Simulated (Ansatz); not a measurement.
Consider the isomerisation: `N[SiH2][O][GeH3]` → `[NH2][GeH2][SiH2]O`.

Computed with Ansatz on PBE0-D4/def2-TZVP structures; ΔE is electronic, products minus reactants. CBS: MP2 limit from def2 TZ/QZ plus the TZ coupled-cluster correction, frozen cores. DFT in def2-TZVPP. For Ge outer-core shells are correlated without core-valence functions, which leaves a few kJ/mol of doubt a bond. Scalar relativity is left out up to krypton. Each species was taken in one conformer, which may not be the lowest.

`N[SiH2][O][GeH3]`:

Cartesian coordinates in Å:
```
N -2.402 0.197 -0.108
Si -0.837 -0.370 -0.475
O 0.350 0.346 0.398
Ge 2.115 0.202 0.470
H -2.703 1.107 -0.415
H -2.855 -0.066 0.752
H -0.820 -1.831 -0.193
H -0.596 -0.100 -1.917
H 2.569 1.206 1.535
H 2.480 -1.239 0.866
H 2.697 0.548 -0.912
```

`[NH2][GeH2][SiH2]O`:

Z-matrix (Å, degrees):
```
Ge
Si 1 2.395
N 1 1.882 2 96.4
H 1 1.543 2 118.2 3 117.1
H 1 1.540 2 115.8 3 -111.7
O 2 1.645 1 99.5 3 7.4
H 2 1.487 1 113.2 3 125.9
H 2 1.488 1 113.0 3 -111.2
H 3 1.012 1 113.2 2 104.0
H 3 1.011 1 113.3 2 -133.3
H 6 0.977 2 110.0 1 -2.6
```

```csv
level,ΔE (eV)
PBE,0.71
SCS-MP2/def2-TZVPP,1.08
SCS-MP2/def2-QZVPP,1.08
MP2/CBS(def2),0.98
```

Q: What does CCSD(T)/CBS give? (Best estimate.)

A: Computed: +0.94 eV. The listed levels differ from it by -0.23, 0.14, 0.14, 0.04 eV.

Largest T1 diagnostic among the species: 0.012.

From PBE to PBE0 (25 % exact exchange), in def2-TZVPP and without D4, ΔE moves by +0.10 eV. In def2-TZVPP, CCSD(T) changes the Hartree–Fock value by −0.38 eV (the triples alone add −0.05 eV) and MP2 by −0.34 eV.
